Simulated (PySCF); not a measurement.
## State search for KBi

Unrestricted PBE0; PySCF, scalar-relativistic core potentials, basis sets K def2-SVPD, Bi def2-SVPD with ECP60. Outer shells of the fragments: K 4s1; Bi 5d10 6s2 6p3.

Followed along the bond (rough minima from three points):

```csv
2Ms+1,unpaired,⟨S²⟩ at the start,R at minimum (Å),Te (eV)
3,π ↑↑,2.04,3.41,0.00
1,π ↑↓,1.00,3.39,0.32
3,"σ ↑, π ↑",2.00,3.23,0.59
1,"σ ↓, π ↑",1.01,3.25,0.89
1,none,0.00,3.38,1.16
```

Solutions found at the starting distance of 3.405 Å, counted from the lowest of them; the search is not exhaustive and high or unbound solutions are not listed, so other states can lie among these:

| 2Ms+1 | unpaired | term | E (eV) | ⟨S²⟩ | ⟨Lz²⟩ | μ (D) |
| --- | --- | --- | --- | --- | --- | --- |
| 3 | π ↑↑ | ³Σ⁻ | 0.00 | 2.04 | 0.00 | -8.56 |
| 1 | π ↑↓ | mixed | 0.32 | 1.00 | 2.01 | -8.92 |
| 3 | σ ↑, π ↑ | ³Π | 0.63 | 2.00 | 1.01 | -10.49 |
| 1 | σ ↓, π ↑ | mixed | 0.92 | 1.01 | 1.01 | -10.33 |
| 1 | none | mixed | 1.16 | 0.00 | 2.00 | -8.87 |
| 5 | σ ↑↑, π ↑↑ | ⁵Σ⁻ | 1.35 | 6.00 | 0.00 | 2.89 |
| 3 | σ ↑↑, π ↑↓ | mixed | 2.03 | 3.01 | 2.01 | 3.05 |
| 1 | σ ↓↓, π ↑↑ | mixed | 2.05 | 2.01 | 0.00 | 3.29 |
| 5 | σ ↑, π ↑↑↑ | ⁵Π | 2.52 | 6.00 | 1.00 | 1.75 |
| 3 | σ ↑, π ↑ | ³Π | 2.66 | 2.00 | 1.00 | 3.02 |
| 1 | σ ↓, π ↑ | mixed | 2.68 | 1.00 | 1.00 | 3.39 |
| 3 | σ ↑↑ | mixed | 2.95 | 2.00 | 2.00 | 3.01 |
| 3 | σ ↑, π ↑↑↓ | mixed | 3.19 | 3.01 | 3.01 | 1.78 |

A term symbol is given only where ⟨S²⟩ and ⟨Lz²⟩ are close to those of a pure state; real π, δ and φ orbitals otherwise mix terms. A positive dipole means K(−)Bi(+).

These are scalar-relativistic numbers at best; spin–orbit coupling would shift them, the dissociation energy most. Counting both spins, an empty level lies below a filled one in some of these solutions, because spin and occupation are held.
